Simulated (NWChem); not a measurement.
System: C₃H₃Cl₂F; SMILES F[C@@H]1CC1(Cl)Cl

NWChem printed, in part:

```
             Northwest Computational Chemistry Package (NWChem) 7.3.0
             --------------------------------------------------------

                             Geometry "geometry" -> ""
                             -------------------------

 Output coordinates in angstroms (scale by  1.889725989 to convert to a.u.)

  No.       Tag          Charge          X              Y              Z
 ---- ---------------- ---------- -------------- -------------- --------------
    1 F                    9.0000    -0.48736900     2.13896800    -0.60777800
    2 C                    6.0000    -1.00165700     0.94758300    -0.20682800
    3 C                    6.0000    -0.82638200     0.53726400     1.23783100
    4 C                    6.0000    -0.05421000    -0.17237900     0.14885300
    5 Cl                  17.0000     1.67565800     0.13800200     0.00478100
    6 Cl                  17.0000    -0.53679700    -1.82360900    -0.27903800
    7 H                    1.0000    -1.92712400     0.67596300    -0.74464900
    8 H                    1.0000    -1.63914500    -0.00822600     1.74154100
    9 H                    1.0000    -0.23719700     1.22010500     1.86975300

 Effective nuclear repulsion energy (a.u.)     358.3653776670

                                 NWChem DFT Module
                                 -----------------

 Summary of "ao basis" -> "ao basis" (spherical)
 ------------------------------------------------------------------------------
       Tag                 Description            Shells   Functions and Types
 ---------------- ------------------------------  ------  ---------------------
 F                           6-31g*                  6       14   3s2p1d
 C                           6-31g*                  6       14   3s2p1d
 Cl                          6-31g*                  8       18   4s3p1d
 H                           6-31g*                  2        2   2s

 in cosmo_initialize ...

 solvent parameters
 solvname_short: unkn
 solvname_long:  unknown
 dielec:       11.7000

          ---------------
          -cosmo- solvent
          ---------------
 Cosmo: York-Karplus, doi: 10.1021/jp992097l
 dielectric constant -eps-     =  11.70
 screen = (eps-1)/(eps    )    =   0.91453
 surface charge correction     = lagrangian

   van der Waals surface
 --------------------------

 ---------- ATOMIC COORDINATES (A.U.) ------------ VDWR(ANG.) --
     1   -0.92099387    4.04206342   -1.14853388     1.720
     2   -1.89285726    1.79067222   -0.39084825     2.000
     3   -1.56163554    1.01528174    2.33916141     2.000
     4   -0.10244205   -0.32574908    0.28129138     2.000
     5    3.16653447    0.26078597    0.00903478     2.050
     6   -1.01439924   -3.44612132   -0.52730536     2.050
     7   -3.64173631    1.27738485   -1.40718257     1.300
     8   -3.09753491   -0.01554489    3.29103529     1.300
     9   -0.44823734    2.30566413    3.53332084     1.300
 number of segments per atom =         32
 number of   points per atom =         32
 atom (   nspa,  nppa )
 ----------------------
    1 (     20,     0 )       0
    2 (     11,     0 )       0
    3 (     16,     0 )       0
    4 (      6,     0 )       0
    5 (     23,     0 )       0
    6 (     24,     0 )       0
    7 (     15,     0 )       0
    8 (     16,     0 )       0
    9 (     15,     0 )       0
 number of -cosmo- surface points =      146
 molecular surface =    138.434 angstrom**2
 molecular volume  =    123.292 angstrom**3
 G(cav/disp)       =      1.552 kcal/mol
 -lineq- algorithm             =   0
 -bem- low  level              =   2
 -bem- from -octahedral-
 gaussian surface charge width =   4.50000
 degree of switching           =   1.00000
 switching function tolerance  =   0.00010
 atomic radii =
 --------------
    1  9.000  1.720
    2  6.000  2.000
    3  6.000  2.000
    4  6.000  2.000
    5 17.000  2.050
    6 17.000  2.050
    7  1.000  1.300
    8  1.000  1.300
    9  1.000  1.300
 ...... end of -cosmo- initialization ......

            General Information
            -------------------
          SCF calculation type: DFT
          Wavefunction type:  closed shell.
          No. of atoms     :     9
          No. of electrons :    64
           Alpha electrons :    32
            Beta electrons :    32
          Charge           :     0
          Spin multiplicity:     1
          Use of symmetry is: off; symmetry adaption is: off
          Maximum number of iterations: 150
          AO basis - number of functions:    98
                     number of shells:    46
          Convergence on energy requested:  1.00D-06
          Convergence on density requested:  1.00D-05
          Convergence on gradient requested:  5.00D-04

[...]

                                   COSMO solvation results
                                   -----------------------

                 gas phase energy =     -1136.148045672544
                 sol phase energy =     -1136.153797250584
 (electrostatic) solvation energy =         0.005751578041 (    3.61 kcal/mol)

                       DFT Final Molecular Orbital Analysis
                       ------------------------------------

 Vector   30  Occ=2.000000D+00  E=-3.814134D-01
              MO Center=  6.0D-01, -7.3D-01, -9.7D-02, r^2= 3.5D+00
   Bfn.  Coefficient  Atom+Function         Bfn.  Coefficient  Atom+Function
  ----- ------------  ---------------      ----- ------------  ---------------
    64      0.527339  5 Cl py                81      0.509459  6 Cl px
    68      0.285854  5 Cl py                85      0.276874  6 Cl px
    60     -0.201705  5 Cl py                77     -0.194856  6 Cl px
    65      0.180523  5 Cl pz                83     -0.102123  6 Cl pz
    69      0.099960  5 Cl pz                61     -0.069207  5 Cl pz

 Vector   31  Occ=2.000000D+00  E=-3.653880D-01
              MO Center= -4.3D-01,  2.7D-01,  2.4D-01, r^2= 3.5D+00
   Bfn.  Coefficient  Atom+Function         Bfn.  Coefficient  Atom+Function
  ----- ------------  ---------------      ----- ------------  ---------------
    19      0.285583  2 C  pz                32      0.246617  3 C  py
    82      0.239742  6 Cl py                 5     -0.228515  1 F  pz
    81     -0.199971  6 Cl px                31     -0.196590  3 C  px
    65      0.186209  5 Cl pz                 9     -0.180158  1 F  pz
    63     -0.180563  5 Cl px                33     -0.155684  3 C  pz

 Vector   32  Occ=2.000000D+00  E=-3.382866D-01
              MO Center= -1.5D-02, -1.3D-01,  4.8D-02, r^2= 3.5D+00
   Bfn.  Coefficient  Atom+Function         Bfn.  Coefficient  Atom+Function
  ----- ------------  ---------------      ----- ------------  ---------------
    65      0.346365  5 Cl pz                83      0.335118  6 Cl pz
    47     -0.310965  4 C  pz                69      0.219495  5 Cl pz
    17      0.212486  2 C  px                87      0.208139  6 Cl pz
    51     -0.170258  4 C  pz                18     -0.153441  2 C  py
    33      0.144238  3 C  pz                34     -0.142672  3 C  s

 Vector   33  Occ=0.000000D+00  E= 3.591956D-02
              MO Center=  3.3D-01, -7.1D-01, -4.5D-02, r^2= 3.6D+00
   Bfn.  Coefficient  Atom+Function         Bfn.  Coefficient  Atom+Function
  ----- ------------  ---------------      ----- ------------  ---------------
    48      1.389908  4 C  s                 86     -0.617160  6 Cl py
    67      0.600556  5 Cl px                84     -0.514212  6 Cl s
    50     -0.470862  4 C  py                66     -0.460600  5 Cl s
    49      0.373684  4 C  px                63      0.321261  5 Cl px
    82     -0.317940  6 Cl py                85     -0.277040  6 Cl px

 Vector   34  Occ=0.000000D+00  E= 4.742899D-02
              MO Center= -5.9D-02, -6.9D-02,  1.8D-01, r^2= 4.3D+00
   Bfn.  Coefficient  Atom+Function         Bfn.  Coefficient  Atom+Function
  ----- ------------  ---------------      ----- ------------  ---------------
    49      0.624570  4 C  px                67      0.605957  5 Cl px
    50      0.536757  4 C  py                86      0.527169  6 Cl py
    66     -0.483451  5 Cl s                 84      0.441897  6 Cl s
    98     -0.400068  9 H  s                 96      0.387571  8 H  s
    94      0.342307  7 H  s                 45      0.330790  4 C  px

 Vector   35  Occ=0.000000D+00  E= 1.538342D-01
              MO Center= -5.9D-01,  3.7D-01,  4.8D-01, r^2= 2.9D+00
   Bfn.  Coefficient  Atom+Function         Bfn.  Coefficient  Atom+Function
  ----- ------------  ---------------      ----- ------------  ---------------
    51      0.983249  4 C  pz                36      0.763464  3 C  py
    35     -0.587293  3 C  px                21      0.480616  2 C  px
    23     -0.477040  2 C  pz                34     -0.443694  3 C  s
    47      0.371577  4 C  pz                22     -0.289463  2 C  py
    48      0.275935  4 C  s                 19     -0.259993  2 C  pz

     Multipole analysis of the density
     ---------------------------------

     L   x y z        total         alpha         beta         nuclear
     -   - - -        -----         -----         ----         -------
     0   0 0 0     -0.000000    -32.000000    -32.000000     64.000000

     1   1 0 0     -0.923582     -0.345909     -0.345909     -0.231764
     1   0 1 0      0.132140     -0.272231     -0.272231      0.676603
     1   0 0 1      0.600515      0.476560      0.476560     -0.352604

     2   2 0 0    -33.450495   -144.143092   -144.143092    254.835690
     2   1 1 0     -0.040304     -2.357476     -2.357476      4.674648
     2   1 0 1     -0.411048      2.396977      2.396977     -5.205003
     2   0 2 0    -38.516424   -210.806699   -210.806699    383.096975
     2   0 1 1      1.265114     -1.841483     -1.841483      4.948080
     2   0 0 2    -33.871442    -54.994339    -54.994339     76.117236
```

Level: M06-2X/6-31G* (spherical d), COSMO on the gas-phase geometry. Geometry: optimised at PBE-D3(BJ)/def2-SVP. COSMO prints the solvation energy as gas minus solution, so a positive value is a stabilisation.

Reconstruct the input file.

This is not unique; one that fits is the input that was run:
```
start job
memory heap 200 mb stack 900 mb global 1100 mb
geometry units angstroms noautosym nocenter noautoz
  F     -0.487369     2.138968    -0.607778
  C     -1.001657     0.947583    -0.206828
  C     -0.826382     0.537264     1.237831
  C     -0.054210    -0.172379     0.148853
  Cl     1.675658     0.138002     0.004781
  Cl    -0.536797    -1.823609    -0.279038
  H     -1.927124     0.675963    -0.744649
  H     -1.639145    -0.008226     1.741541
  H     -0.237197     1.220105     1.869753
end
basis spherical
  * library 6-31g*
end
dft
  xc m06-2x
  iterations 150
end
cosmo
  dielec 11.7
end
task dft energy
```
